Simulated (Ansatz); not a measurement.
Harmonic frequencies (cm⁻¹) at PBE0-D4/def2-TZVP from Ansatz: 134, 153, 164, 175, 205, 236, 399, 480, 511, 524, 553, 557, 610, 630, 676, 721, 1021, 1185, 1416, 1424, 1545, 3021, 3102, 3137, 3560, 3648, 3671.

Each molecule was computed in one conformer, which needn't be the lowest.

Question: Which molecule is it?
A. `[CH3][Nb]([CH3])(=[O])[OH]`
B. `[NH2][Nb]([NH2])([NH2])=[O]`
C. `[CH3][Nb](=[NH])([NH2])[F]`
D. `[CH3][Nb]([OH])([OH])=[S]`

Answer: C.
